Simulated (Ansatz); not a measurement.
Calculated with Ansatz (gas phase, PBE0-D4/def2-TZVP geometries, no zero-point term in ΔE). CCSD(T)/CBS adds triple-zeta CCSD(T) − MP2 to the extrapolated MP2 energy (def2 sets, frozen cores). This one scheme is used for every species. Functionals use def2-TZVPP. B3LYP here is the variant with VWN-RPA as its local correlation; programs differ in this. Each species was taken in one conformer, which may not be the lowest.

Consider the formal exchange of groups at the Si–Si bond: `CO[Si](N)(O)[SiH3]` + CH₄ → `CO[Si](C)(N)O` + SiH₄.

`CO[Si](N)(O)[SiH3]`:

Z-matrix (Å, degrees):
```
C
O 1 1.408
H 1 1.096 2 111.7
H 1 1.095 2 111.5 3 -121.5
H 1 1.091 2 108.2 3 119.1
Si 2 1.640 1 124.2 3 58.9
O 6 1.644 2 114.1 1 66.6
N 6 1.708 2 102.3 1 -174.9
Si 6 2.345 2 111.1 1 -49.5
H 7 0.961 6 115.8 2 69.8
H 8 1.007 6 119.5 2 30.7
H 8 1.006 6 121.1 2 178.0
H 9 1.491 6 110.0 2 -52.1
H 9 1.490 6 110.1 2 -170.7
H 9 1.490 6 113.0 2 68.5
```

CH₄:

Z-matrix (Å, degrees):
```
C
H 1 1.090
H 1 1.090 2 109.5
H 1 1.090 2 109.5 3 -120.0
H 1 1.090 2 109.5 3 120.0
```

`CO[Si](C)(N)O`:

Z-matrix (Å, degrees):
```
C
O 1 1.406
H 1 1.096 2 111.3
H 1 1.096 2 111.5 3 121.4
H 1 1.092 2 108.5 3 -119.0
Si 2 1.646 1 123.6 3 -76.0
N 6 1.705 2 111.0 1 -55.5
C 6 1.857 2 111.7 1 64.6
O 6 1.643 2 103.0 1 -175.0
H 7 1.006 6 120.6 2 140.7
H 7 1.007 6 121.3 2 -70.2
H 8 1.093 6 111.2 2 174.2
H 8 1.093 6 110.2 2 54.9
H 8 1.093 6 111.7 2 -65.0
H 9 0.958 6 115.2 2 -18.0
```

SiH₄:

Cartesian coordinates in Å:
```
Si 0.000 0.000 0.000
H 1.070 0.910 -0.480
H 0.600 -1.292 0.418
H -0.975 -0.237 -1.094
H -0.695 0.620 1.156
```

| level | ΔE (kJ/mol) |
| --- | --- |
| B3LYP-D4 | -5.0 |
| PBE | 4.6 |
| PBE0 | -2.0 |
| MP2/def2-TZVPP | -14.8 |
| CCSD(T)/def2-TZVPP | -11.1 |
| MP2/def2-QZVPP | -14.0 |
| HF/CBS(def2) | -21.6 |
| CCSD/CBS(def2) | -11.7 |

(1) What does CCSD(T)/CBS give? (An estimate is asked.)

Largest T1 diagnostic among the species: 0.012.

## Answers

(1) The calculation gave: -9.5 kJ/mol. The listed levels differ from it by 4.5, 14.1, 7.5, -5.3, -1.6, -4.5, -12.1, -2.2 kJ/mol.

In def2-TZVPP, CCSD(T) changes the Hartree–Fock value by +10.2 kJ/mol (the triples alone add +2.2 kJ/mol) and MP2 by +6.5 kJ/mol. From PBE to PBE0 (25 % exact exchange), in def2-TZVPP and without D4, ΔE moves by −6.6 kJ/mol.
